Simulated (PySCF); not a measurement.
A calculated (PBE, PySCF 2.14, x2c-TZVPPall with one added diffuse shell each of s, p, d, f type, scalar relativity by spin-free X2C-1e) atom or ion has these occupied shells.

| shell | electrons | orbital energy (eV) | rms radius, mean of both spins (bohr) |
| --- | --- | --- | --- |
| 1s β | 1 | -73609.8 | 0.0201 |
| 1s α | 1 | -73609.8 | 0.0201 |
| 2s α | 1 | -12817.2 | 0.0810 |
| 2s β | 1 | -12817.1 | 0.0810 |
| 2p α | 3 | -11204.2 | 0.0738 |
| 2p β | 3 | -11204.1 | 0.0738 |
| 3s α | 1 | -2981.3 | 0.207 |
| 3s β | 1 | -2981.3 | 0.207 |
| 3p α | 3 | -2505.1 | 0.209 |
| 3p β | 3 | -2505.0 | 0.209 |
| 3d α | 5 | -1952.8 | 0.191 |
| 3d β | 5 | -1952.7 | 0.191 |
| 4s α | 1 | -625.79 | 0.459 |
| 4s β | 1 | -625.71 | 0.459 |
| 4p α | 3 | -468.62 | 0.489 |
| 4p β | 3 | -468.54 | 0.489 |
| 4d α | 5 | -268.22 | 0.526 |
| 4d β | 5 | -268.13 | 0.526 |
| 5s α | 1 | -87.214 | 1.07 |
| 5s β | 1 | -86.409 | 1.07 |
| 4f α | 7 | -47.966 | 0.631 |
| 4f β | 7 | -47.779 | 0.631 |
| 5p α | 3 | -47.378 | 1.24 |
| 5p β | 3 | -46.354 | 1.24 |
| 5d α | 5 | -3.916 | 2.24 |
| 5d β | 3 | -3.024 | 2.24 |

Task: Name the element and its charge.

Result: Os (osmium, neutral), in [Xe] 4f14 5d8, high-spin 3F determinant (an excited configuration).
